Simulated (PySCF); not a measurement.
Species: C5H9ClSi2.
Atom-mapped SMILES: `[CH:1]#[C:2][SiH2:3][Si:4]1([Cl:5])[CH2:6][CH2:7][CH2:8]1` (hydrogens: H9 on C1; H10, H11 on Si3; H12, H13 on C6; H14, H15 on C7; H16, H17 on C8)

Computed by this run: PBE0-D3(BJ)/def2-SVP geometry optimisation, gas phase in PySCF 2.14.0; density fitting, grid level 1; the optimiser is geomeTRIC in internal coordinates, started from a GFN2-xTB structure.

The end geometry, which sets the zero of energy:
```
atom  x, y, z in Å
C1      2.6034    1.8194    0.1534
C2      2.3351    0.6788   -0.1788
Si3     1.8332   -1.0206   -0.6633
Si4    -0.4812   -1.1622   -0.3290
Cl5    -1.0771   -3.0714   -0.9171
C6     -1.1077   -0.4835    1.3155
C7     -1.3693    0.8388    0.5414
C8     -1.4825    0.3228   -0.9204
H9      2.8558    2.8240    0.4436
H10     2.1843   -1.2508   -2.0965
H11     2.5611   -2.0115    0.1845
H12    -0.4575   -0.4226    2.1990
H13    -2.0502   -0.9773    1.6027
H14    -2.2501    1.4011    0.8916
H15    -0.4968    1.5043    0.6348
H16    -2.5137    0.0191   -1.1634
H17    -1.1140    0.9882   -1.7131
```

**Question.** These geometries come from the run, each turned onto the end geometry. Order them by energy, lowest first.
A.
```
atom  x, y, z in Å
C1      2.6010    1.7784    0.1659
C2      2.3297    0.6422   -0.1788
Si3     1.8418   -1.0554   -0.6854
Si4    -0.4687   -1.1489   -0.3222
Cl5    -1.1567   -3.0375   -0.8739
C6     -1.0619   -0.4547    1.3275
C7     -1.4462    0.8351    0.5429
C8     -1.4526    0.3383   -0.9334
H9      2.8446    2.7811    0.4684
H10     2.1905   -1.2594   -2.1231
H11     2.5795   -2.0509    0.1483
H12    -0.3437   -0.3246    2.1495
H13    -1.9409   -0.9955    1.7112
H14    -2.4059    1.2711    0.8622
H15    -0.6752    1.6083    0.6803
H16    -2.4576    0.0527   -1.2808
H17    -1.0048    1.0161   -1.6738
```
B.
```
atom  x, y, z in Å
C1      2.5957    1.7990    0.1571
C2      2.3569    0.6547   -0.1852
Si3     1.8340   -1.0383   -0.6709
Si4    -0.4771   -1.1509   -0.3216
Cl5    -1.0946   -3.0494   -0.9065
C6     -1.0885   -0.4722    1.3263
C7     -1.4066    0.8384    0.5437
C8     -1.4671    0.3320   -0.9292
H9      2.8232    2.8074    0.4535
H10     2.1738   -1.2636   -2.1080
H11     2.5598   -2.0398    0.1667
H12    -0.3896   -0.3783    2.1689
H13    -2.0022   -0.9824    1.6673
H14    -2.3305    1.3370    0.8771
H15    -0.5846    1.5607    0.6629
H16    -2.4877    0.0442   -1.2248
H17    -1.0421    0.9980   -1.6926
```
C.
```
atom  x, y, z in Å
C1      2.7312    1.7538    0.1367
C2      2.4127    0.6428   -0.1961
Si3     1.8736   -1.0552   -0.6960
Si4    -0.4168   -1.1793   -0.3420
Cl5    -1.1863   -3.0110   -0.8408
C6     -1.1045   -0.4493    1.2984
C7     -1.5427    0.8257    0.5558
C8     -1.4844    0.3215   -0.8975
H9      3.0165    2.7246    0.4265
H10     2.2655   -1.2252   -2.1019
H11     2.6467   -2.0012    0.1202
H12    -0.4153   -0.2663    2.1190
H13    -1.9579   -0.9916    1.7028
H14    -2.5228    1.1948    0.8544
H15    -0.8150    1.6212    0.7093
H16    -2.4723    0.0535   -1.2699
H17    -1.0550    1.0378   -1.5941
```
D.
```
atom  x, y, z in Å
C1      2.5859    1.7681    0.1723
C2      2.3036    0.6356   -0.1733
Si3     1.8556   -1.0693   -0.6952
Si4    -0.4577   -1.1600   -0.3294
Cl5    -1.1711   -3.0570   -0.8695
C6     -1.0454   -0.4405    1.3236
C7     -1.4603    0.8346    0.5424
C8     -1.4414    0.3457   -0.9302
H9      2.8423    2.7695    0.4765
H10     2.1978   -1.2719   -2.1337
H11     2.5898   -2.0661    0.1384
H12    -0.3328   -0.2799    2.1447
H13    -1.9088   -0.9922    1.7294
H14    -2.4361    1.2421    0.8561
H15    -0.7094    1.6265    0.6864
H16    -2.4407    0.0657   -1.3011
H17    -0.9983    1.0455   -1.6527
```
E.
```
atom  x, y, z in Å
C1      2.5829    1.8136    0.1545
C2      2.3493    0.6670   -0.1837
Si3     1.8341   -1.0293   -0.6646
Si4    -0.4804   -1.1594   -0.3269
Cl5    -1.0653   -3.0706   -0.9235
C6     -1.1011   -0.4794    1.3195
C7     -1.3757    0.8401    0.5430
C8     -1.4738    0.3292   -0.9226
H9      2.8166    2.8225    0.4461
H10     2.1725   -1.2670   -2.0997
H11     2.5546   -2.0290    0.1792
H12    -0.4313   -0.4082    2.1875
H13    -2.0360   -0.9722    1.6304
H14    -2.2700    1.3840    0.8878
H15    -0.5164    1.5209    0.6455
H16    -2.5040    0.0388   -1.1841
H17    -1.0828    0.9956   -1.7036
```

**Answer.** E (0.002 eV), B (0.006 eV), A (0.012 eV), D (0.025 eV), C (0.204 eV).

In the order of the answer:

```csv
step,E above end (eV),largest force (eV/Å),rms force component (eV/Å),rms distance from end (Å),rms bond change (Å),bond most changed (Å)
7,0.002,0.07,0.015,0.023,0.000,Si4–Cl5 +0.001
5,0.006,0.12,0.035,0.057,0.002,C6–C7 +0.005
3,0.012,0.06,0.020,0.108,0.001,C6–C7 +0.004
1,0.025,0.20,0.064,0.132,0.005,Si4–Cl5 +0.013
0,0.204,1.84,0.487,0.166,0.022,Si4–C8 +0.038
```

What follows is the cost of the whole optimisation. The run took 2.2 min of wall time on an Arm Neoverse V1 with one thread, shared host with 32 logical CPUs at a one-minute load of 23, and the process peaked at 0.79 GiB of memory.
